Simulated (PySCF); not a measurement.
**Identify the compound**

An unknown has the formula C₇H₆ClO₂P. Its calculated NMR data are:

1H NMR (600 MHz, computed): δ 9.21 (m, 1H), 8.95 (m, 1H), 8.17 (m, 1H), 4.15 (s, 3H).

13C{1H} NMR (computed): δ 172.5 (C), 168.2 (C), 168.0 (CH), 148.6 (C), 142.8 (CH), 142.7 (CH), 53.8 (CH3).

PySCF 2.14.0 with density-fitted response routines calculation with shieldings: GIAO PBE0/pcSseg-1 and geometry: GFN2-xTB; equivalent nuclei averaged, no solvent model, relativity neglected, one computed conformer.

References, each an isolated molecule treated in the same way: 1H, 13C vs TMS.

Problem. What is the structure?

Solution. 
1. 7 carbon signals for 7 carbons: no two carbons are equivalent.
2. Carbon types of the structure: 3 × C, 3 × CH, 1 × CH3, which accounts for all hydrogens.
3. δC 172.5: ester carbonyl carbon; it is a carbonyl in resonance with an O or N lone pair, the region of acids, esters and amides.
4. δC 168.2: substituted aromatic carbon.
5. δC 168.0, 142.8, 142.7: aromatic CH.
6. δC 148.6: aromatic carbon bearing chlorine.
7. δC 53.8: methyl carbon bonded to O; pulled downfield by the heteroatom.
8. δH 9.21, 8.95, 8.17: hydrogen on an aromatic CH.
9. δH 4.15: hydrogen on a methyl carbon bonded to O; its carbon carries O, hence the downfield position.

The compound is `c1(Cl)cc(C(OC)=O)pcc1`.

The shifts were computed for this structure.

Carbons that carry Cl, above all several Cl atoms, come out too deshielded, partly because spin–orbit coupling is missing. Splittings by 31P in the carbon and heteronuclear signals aren't shown, as no couplings were computed. Shifts are as computed. Against solution values, carbons near 30 ppm lie about +3 ppm off and those near 130 ppm about +5 ppm; carbons on Cl a further +6 ppm. Of 1211 compounds with measured shifts, 218 miss one by over three times the rms of a fit or turn the order of signals round; such compounds aren't used in these exercises. Multiplicities follow the n + 1 count of equivalent neighbours, as no J values were calculated; m marks all less simple cases, F and P coupling included.
